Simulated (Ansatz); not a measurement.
Relaxation of BClFH$_{5}$Si (9 atoms, charge 0, multiplicity 1), to a largest force component of 0.03 eV/Å in at most 50 steps.

These are results of RKS PBE0-D4/6-31G* (Ansatz 0.2.0), not measurements.

```xyz
9
Properties=species:S:1:pos:R:3:forces:R:3
B 0.010 -0.378 0.149 -0.02 -0.81 0.93
Cl -0.039 -1.335 1.699 0.04 0.39 -0.97
F 1.164 -0.231 -0.459 0.04 -0.03 -0.01
H -1.012 -0.073 -0.375 -0.05 0.04 0.00
Si 0.105 2.654 1.010 0.03 0.60 -0.01
H 0.708 3.326 2.194 -0.03 0.01 -0.05
H 0.930 2.898 -0.202 -0.01 -0.05 0.02
H -1.285 3.133 0.779 0.03 -0.02 0.03
H 0.062 1.212 1.311 -0.04 -0.13 0.05
```

Q: Where does it end, and by what steps?

A: The run converged. The force dipped under the threshold on the way, but the program's further checks kept it going. After 26 steps the energy has fallen by 0.187 eV; H8 moved furthest, 0.89 Å.

```csv
step,energy less start (eV),largest force component (eV/Å),accepted
0,0.0000,0.974,yes
1,-0.0869,0.735,yes
2,-0.0968,0.604,yes
3,-0.1359,0.479,yes
4,-0.1564,0.483,yes
5,-0.1741,0.233,yes
6,-0.1758,0.136,yes
7,-0.1777,0.020,yes
8,-0.1771,0.130,no
9,-0.1699,0.394,no
10,-0.1780,0.072,yes
11,-0.1778,0.193,no
12,-0.1744,0.284,no
13,-0.1788,0.017,yes
14,-0.1790,0.055,yes
15,-0.1791,0.048,yes
16,-0.1797,0.009,yes
17,-0.1798,0.097,yes
18,-0.1726,0.268,no
19,-0.1771,0.209,no
20,-0.1805,0.068,yes
21,-0.1812,0.035,yes
22,-0.1817,0.135,yes
23,-0.1829,0.058,yes
24,-0.1845,0.099,yes
25,-0.1730,0.477,no
26,-0.1866,0.014,yes
```

```xyz
9
Properties=species:S:1:pos:R:3
B 0.101 -0.811 0.089
Cl 0.168 -1.749 1.564
F 1.202 -0.246 -0.356
H -0.922 -0.699 -0.509
Si 0.022 2.946 1.062
H 0.985 3.304 2.136
H 0.729 2.871 -0.244
H -1.057 3.968 0.990
H -0.586 1.622 1.374
```

The run took 84 s on 1 thread of Arm Neoverse V2, on a shared host, peak memory 0.15 GiB.
